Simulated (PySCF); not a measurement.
CNiO, SMILES [Ni]<-[C-]#[O+], multiplicity 1. Heavy atoms are numbered as in [Ni:1]<-[C-:3]#[O+:2].

The structure is a stationary point at PBE0-D3(BJ)/def2-TZVP. The multiplicity is an assumed one; other spin states were not compared.

Level of theory: PBE0/pcSseg-2 (PySCF).

GIAO shieldings, no solvent; atoms alike by connectivity are averaged. δ = σ(ref) − σ: ¹⁷O against H2O (σ = 327.8 ppm); ¹³C against TMS (σ = 186.1 ppm), references at their B3LYP-D3(BJ)/def2-TZVP geometries, non-relativistic.

| nucleus | atoms | count | δ (ppm) |
|---|---|---|---|
| ¹⁷O | O2 | 1 | 352.2 |
| ¹³C | C3 | 1 | 210.3 |
